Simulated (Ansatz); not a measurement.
Relaxed structures of BSiH3ClO (charge +1), singlet (PBE0-D4/def2-TZVP; forces vanish, vibrations not checked; lower isomers may exist, and structures with a doubtful reference or unclear bonds are left out; Å). Computed with Ansatz 0.2.0 (basis: def2-TZVPP); correlated methods freeze the cores.

Question: Rank them by CCSD(T) energy, lowest first, and give each one's height above the lowest. Links in brackets join atoms within 1.22 times the sum of their covalent radii (1.1 for two metals). (Judge from chemistry; the value comes from the calculation.)
A.
BSiH₃ClO ([BH2][Si]([OH])[Cl]), total charge +1
```
7
angstrom
B -0.5106 1.4009 -0.1424
Si 0.1306 -0.5065 -0.2006
O 0.6366 -1.1413 1.1469
Cl 0.1390 -1.5662 -1.8592
H -1.6632 1.5847 0.0736
H 0.2894 2.2540 -0.3455
H 0.9782 -2.0256 1.3272
```
B.
BSiH₃ClO ([OH2][Si][BH][Cl]), total charge +1
```
7
angstrom
B -0.8051 0.3499 -0.7740
Si -0.2660 -0.3566 1.1544
O 0.7241 -1.6467 0.3327
Cl -0.1474 -0.4959 -2.1427
H -1.5189 1.2754 -0.9767
H 0.7489 -1.6742 -0.6636
H 1.2510 -2.3343 0.7678
```
C.
BSiH₃ClO ([OH][B]1[SiH2][Cl]1), total charge +1
```
7
angstrom
B 0.2499 -0.4774 0.4024
Si -0.4615 1.2280 -0.1898
O 0.7236 -1.3324 1.2456
Cl -0.0843 -0.6587 -1.4465
H -1.9146 1.4639 -0.2066
H 0.4383 2.2702 -0.7111
H 0.9790 -2.2318 0.9997
```
D.
BSiH₃ClO ([BH][Si]([OH2])[Cl]), total charge +1
```
7
angstrom
B -0.8553 1.1104 -0.0738
Si -0.4956 -0.8121 -0.2567
O 0.6377 -1.0439 1.2260
Cl 0.7635 -1.2287 -1.7864
H -1.6708 1.9611 0.0551
H 1.5840 -0.8325 1.1652
H 0.5102 -1.8214 1.7912
```

Answer: The calculation gives: C (0.00 kcal/mol), A (1.54 kcal/mol), B (33.99 kcal/mol), D (59.42 kcal/mol). Heights count from the lowest.

The T1 diagnostic stays at or below 0.022. The restricted Hartree–Fock reference is unstable towards an unrestricted one at one or more of these structures.

For scale, one of the runs: CCSD(T)/def2-TZVPP, 188 basis functions, launched by `ansatz run in.yaml --threads 2 --pin off --events-out ev --progress --plain --max-ram 4352MiB`. Hardware: 2 CPU threads of an Intel Xeon Platinum 8259CL, shared host. Wall time 55 s; peak host memory 1.9 GiB.
